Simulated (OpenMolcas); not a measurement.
Computed levels of 5d⁷ in ions with 75 electrons, in cm-1 above ⁴F_9/2.

* Program: OpenMolcas
* Method: MS-CASPT2, IPEA 0.25 Eh, imaginary shift 0.1 Eh
* Basis: ANO-R3
* Scalar Hamiltonian: X2C, finite nucleus
* Spin-orbit coupling: state interaction with AMFI integrals over the reference wave functions, term energies averaged over their components

Active space for each ion: 7 electrons in 5 orbitals (5d); closed shells correlated by CASPT2: 5s 5p.

```csv
Level,Ir2+,Au4+
⁴F_7/2,7820,12120
⁴P_5/2,14500,20490
²G_9/2,16010,21810
⁴P_1/2,17560,24250
²H_11/2,21570,28810
²G_7/2,21730,29940
²D_5/2(1),24870,35160
²P_1/2,28470,40130
²F_5/2,29350,38390
```

**Question.** Estimate ⁴F_7/2, ⁴P_5/2, ²G_9/2 for Pt3+ from its neighbours Ir2+ and Au4+.

**Answer.** ⁴F_7/2 is fine structure, which grows about as the fourth power of a screened charge, so the fourth roots are averaged: ((7820^0.25 + 12120^0.25) / 2)^4 = 9794. The calculation gives 9860, so the estimate is off by -0.7 %.
⁴P_5/2 is another term, which grows about linearly with the charge: (14500 + 20490) / 2 = 17495. The calculation gives 17430, so the estimate is off by +0.4 %.
²G_9/2 is another term, which grows about linearly with the charge: (16010 + 21810) / 2 = 18910. The calculation gives 18870, so the estimate is off by +0.2 %.

Mixed levels, with the weight of the term that names them: Ir2+ ²G_9/2 (61 %), Ir2+ ⁴P_1/2 (70 %), Ir2+ ²D_5/2(1) (74 %), Ir2+ ²P_1/2 (70 %), Pt3+ ²G_9/2 (58 %), Pt3+ ⁴P_1/2 (68 %), Pt3+ ²D_5/2(1) (71 %), Pt3+ ²P_1/2 (68 %), Au4+ ⁴P_5/2 (72 %), Au4+ ²G_9/2 (55 %), Au4+ ⁴P_1/2 (66 %), Au4+ ²D_5/2(1) (67 %), Au4+ ²P_1/2 (66 %).

Term energies are means over components that CASPT2 splits; among the terms shown or strongly mixed into the levels shown the widest spread is 780 cm-1 (5d⁷ ⁴F, Au4+). Configurations with an s electron lie low in 5d ions of this charge, fall among these levels and mix in, so low-spin terms can stand far too high, up to twice their true height, and weights are not those of the real levels (holds for Ir2+). The CASPT2 spread within a term exceeds the gap to the next term for 5d⁷ ²H and 5d⁷ ²D(1), so the order of their levels is uncertain (holds for Ir2+). Levels of configurations outside the active space are missing.

A number in round brackets counts repeated terms of one configuration in the order of the reference energies.
